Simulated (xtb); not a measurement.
xtb input for 3-methylsulfanylbuta-1,2-diene (C₅H₈S), SMILES C=C=C(SC)C, GFN2-xTB. 

```
$ xtb mol.xyz --gfn 2 --sp --chrg 0 --uhf 0 --json
$ cat mol.xyz
14

C      2.51160158     0.02206710     1.28855103
C      1.42463816     0.26511309     0.62852291
C      0.33629523     0.46961125    -0.04879516
C     -0.22555164     1.81031724    -0.40554369
S     -0.53060103    -0.97245881    -0.68559156
C     -2.19006612    -0.69152149     0.01520864
H      2.51643120    -0.07176702     2.36317186
H      3.46321787    -0.08815972     0.79215153
H     -1.15388957     1.99591932     0.13509871
H      0.48571822     2.59259603    -0.14984839
H     -0.43451624     1.85027486    -1.47378437
H     -2.10406920    -0.50727030     1.08221526
H     -2.74822981    -1.60546205    -0.15977510
H     -2.67654913     0.13968660    -0.48742674
```

It prints:

```
[banner left out]
          |                Calculation Setup                |
           -------------------------------------------------



           -------------------------------------------------
          |                 G F N 2 - x T B                 |
           -------------------------------------------------

        Reference                      10.1021/acs.jctc.8b01176
      * Hamiltonian:
        H0-scaling (s, p, d)           1.850000    2.230000    2.230000
        zeta-weighting                 0.500000
      * Dispersion:
        s8                             2.700000
        a1                             0.520000
        a2                             5.000000
        s9                             5.000000
      * Repulsion:
        kExp                           1.500000    1.000000
        rExp                           1.000000
      * Coulomb:
        alpha                          2.000000
        third order                    shell-resolved
        anisotropic                    true
        a3                             3.000000
        a5                             4.000000
        cn-shift                       1.200000
        cn-exp                         4.000000
        max-rad                        5.000000


          ...................................................
          :                      SETUP                      :
          :.................................................:
          :  # basis functions                  38          :
          :  # atomic orbitals                  37          :
          :  # shells                           21          :
          :  # electrons                        34          :
          :  max. iterations                   250          :
          :  Hamiltonian                  GFN2-xTB          :
          :  restarted?                      false          :
          :  GBSA solvation                  false          :
          :  PC potential                    false          :
          :  electronic temp.          300.0000000     K    :
          :  accuracy                    1.0000000          :
          :  -> integral cutoff          0.2500000E+02      :
          :  -> integral neglect         0.1000000E-07      :
          :  -> SCF convergence          0.1000000E-05 Eh   :
          :  -> wf. convergence          0.1000000E-03 e    :
          :  Broyden damping             0.4000000          :
          :  net charge                          0          :
          :  unpaired electrons                  0          :
          ...................................................

 iter      E             dE          RMSdq      gap      omega  full diag
   1    -18.2156905 -0.182157E+02  0.513E+00    4.27       0.0  T
   2    -18.2403473 -0.246567E-01  0.291E+00    3.85       1.0  T
   3    -18.2345281  0.581919E-02  0.117E+00    3.59       1.0  T
   4    -18.2415453 -0.701723E-02  0.554E-01    3.59       1.0  T
   5    -18.2433030 -0.175769E-02  0.205E-01    3.63       1.0  T
   6    -18.2433529 -0.498613E-04  0.832E-02    3.62       1.0  T
   7    -18.2433782 -0.253938E-04  0.415E-02    3.63       1.0  T
   8    -18.2433921 -0.138923E-04  0.176E-02    3.63       1.5  T
   9    -18.2433923 -0.168045E-06  0.340E-03    3.63       7.9  T
  10    -18.2433923 -0.124694E-07  0.115E-03    3.63      23.2  T
  11    -18.2433923 -0.163986E-08  0.530E-04    3.63      50.4  T
  12    -18.2433923 -0.497590E-09  0.110E-04    3.63     242.2  T

   *** convergence criteria satisfied after 12 iterations ***

         #    Occupation            Energy/Eh            Energy/eV
      -------------------------------------------------------------
         1        2.0000           -0.7031408             -19.1334
       ...           ...                  ...                  ...
        11        2.0000           -0.4874507             -13.2642
        12        2.0000           -0.4836477             -13.1607
        13        2.0000           -0.4630916             -12.6014
        14        2.0000           -0.4455685             -12.1245
        15        2.0000           -0.4019728             -10.9382
        16        2.0000           -0.3946268             -10.7383
        17        2.0000           -0.3519096              -9.5759 (HOMO)
        18                         -0.2185769              -5.9478 (LUMO)
        19                         -0.2056423              -5.5958
        20                         -0.1699173              -4.6237
        21                         -0.1167260              -3.1763
        22                          0.0129796               0.3532
       ...                                ...                  ...
        37                          1.0949864              29.7961
      -------------------------------------------------------------
                  HL-Gap            0.1333327 Eh            3.6282 eV
             Fermi-level           -0.2852432 Eh           -7.7619 eV

 SCC (total)                   0 d,  0 h,  0 min,  0.011 sec
 SCC setup                      ...        0 min,  0.000 sec (  1.131%)
 Dispersion                     ...        0 min,  0.000 sec (  0.832%)
 classical contributions        ...        0 min,  0.000 sec (  0.425%)
 integral evaluation            ...        0 min,  0.002 sec ( 13.766%)
 iterations                     ...        0 min,  0.006 sec ( 51.318%)
 molecular gradient             ...        0 min,  0.003 sec ( 30.936%)
 printout                       ...        0 min,  0.000 sec (  1.434%)

         :::::::::::::::::::::::::::::::::::::::::::::::::::::
         ::                     SUMMARY                     ::
         :::::::::::::::::::::::::::::::::::::::::::::::::::::
         :: total energy             -17.949106282861 Eh    ::
         :: gradient norm              0.000580168629 Eh/a0 ::
         :: HOMO-LUMO gap              3.628167749396 eV    ::
         ::.................................................::
         :: SCC energy               -18.243372153594 Eh    ::
         :: -> isotropic ES            0.004613679259 Eh    ::
         :: -> anisotropic ES          0.002291809710 Eh    ::
         :: -> anisotropic XC          0.016102684001 Eh    ::
         :: -> dispersion             -0.009142385514 Eh    ::
         :: repulsion energy           0.294265870734 Eh    ::
         :: add. restraining           0.000000000000 Eh    ::
         :: total charge               0.000000000000 e     ::
         :::::::::::::::::::::::::::::::::::::::::::::::::::::

           -------------------------------------------------
          |                Property Printout                |
           -------------------------------------------------

    * Orbital Energies and Occupations

         #    Occupation            Energy/Eh            Energy/eV
      -------------------------------------------------------------
         1        2.0000           -0.7031408             -19.1334
       ...           ...                  ...                  ...
         5        2.0000           -0.5830766             -15.8663
         6        2.0000           -0.5267229             -14.3329
         7        2.0000           -0.5094692             -13.8634
         8        2.0000           -0.5043493             -13.7240
         9        2.0000           -0.4994666             -13.5912
        10        2.0000           -0.4887940             -13.3008
        11        2.0000           -0.4874507             -13.2642
        12        2.0000           -0.4836477             -13.1607
        13        2.0000           -0.4630916             -12.6014
        14        2.0000           -0.4455685             -12.1245
        15        2.0000           -0.4019728             -10.9382
        16        2.0000           -0.3946268             -10.7383
        17        2.0000           -0.3519096              -9.5759 (HOMO)
        18                         -0.2185769              -5.9478 (LUMO)
        19                         -0.2056423              -5.5958
        20                         -0.1699173              -4.6237
        21                         -0.1167260              -3.1763
        22                          0.0129796               0.3532
        23                          0.0170049               0.4627
        24                          0.0406168               1.1052
        25                          0.1204889               3.2787
        26                          0.1297710               3.5312
        27                          0.1747108               4.7541
        28                          0.1883029               5.1240
       ...                                ...                  ...
        37                          1.0949864              29.7961
      -------------------------------------------------------------
                  HL-Gap            0.1333327 Eh            3.6282 eV
             Fermi-level           -0.2852432 Eh           -7.7619 eV

     #   Z          covCN         q      C6AA      α(0)
     1   6 C        2.833    -0.090    30.245     9.012
     2   6 C        2.052    -0.021    31.529     9.070
     3   6 C        2.929     0.041    27.081     8.534
     4   6 C        3.776    -0.097    22.382     6.740
     5  16 S        2.046    -0.201   149.586    20.585
     6   6 C        3.744    -0.047    21.489     6.613
     7   1 H        0.926     0.058     2.218     2.329
     8   1 H        0.926     0.059     2.209     2.324
     9   1 H        0.924     0.047     2.364     2.404
    10   1 H        0.925     0.043     2.408     2.427
    11   1 H        0.925     0.054     2.266     2.354
    12   1 H        0.925     0.048     2.348     2.396
    13   1 H        0.925     0.056     2.251     2.346
    14   1 H        0.925     0.050     2.323     2.384

 Mol. C6AA /au·bohr⁶  :       2496.508384
 Mol. C8AA /au·bohr⁸  :      70467.671632
 Mol. α(0) /au        :         79.518819


Wiberg/Mayer (AO) data.
largest (>0.10) Wiberg bond orders for each atom

 ---------------------------------------------------------------------------
     #   Z sym  total        # sym  WBO       # sym  WBO       # sym  WBO
 ---------------------------------------------------------------------------
     1   6 C    3.988 --     2 C    1.975     7 H    0.945     8 H    0.944
     2   6 C    3.979 --     1 C    1.975     3 C    1.876
     3   6 C    3.957 --     2 C    1.876     4 C    1.007     5 S    0.963
     4   6 C    3.996 --     3 C    1.007    10 H    0.981    11 H    0.975
                             9 H    0.971
     5  16 S    2.146 --     6 C    0.999     3 C    0.963
     6   6 C    3.980 --     5 S    0.999    12 H    0.986    14 H    0.985
                            13 H    0.981
     7   1 H    0.995 --     1 C    0.945
     8   1 H    0.996 --     1 C    0.944
     9   1 H    0.998 --     4 C    0.971
    10   1 H    0.998 --     4 C    0.981
    11   1 H    0.997 --     4 C    0.975
    12   1 H    0.998 --     6 C    0.986
    13   1 H    0.996 --     6 C    0.981
    14   1 H    0.998 --     6 C    0.985
 ---------------------------------------------------------------------------

Topologies differ in total number of bonds
Writing topology from bond orders to xtbtopo.mol

molecular dipole:
                 x           y           z       tot (Debye)
 q only:       -0.192       0.477       0.318
   full:       -0.338       0.681       0.518       2.339
molecular quadrupole (traceless):
                xx          xy          yy          xz          yz          zz
 q only:        3.453       0.059      -1.698       0.662      -1.343      -1.755
  q+dip:        5.595      -0.365      -3.995       2.269      -2.790      -1.600
   full:        5.231       0.234      -3.024       0.909      -2.140      -2.206
Note: The following floating-point exceptions are signalling: IEEE_UNDERFLOW_FLAG IEEE_DENORMAL
normal termination of xtb


           -------------------------------------------------
          | TOTAL ENERGY              -17.949106282861 Eh   |
          | GRADIENT NORM               0.000580168629 Eh/α |
          | HOMO-LUMO GAP               3.628167749396 eV   |
           -------------------------------------------------

------------------------------------------------------------------------
------------------------------------------------------------------------
 total:
 SCF:
```

The calculation finished and met its thresholds.

Cost: around 0.04 core-seconds (rough).
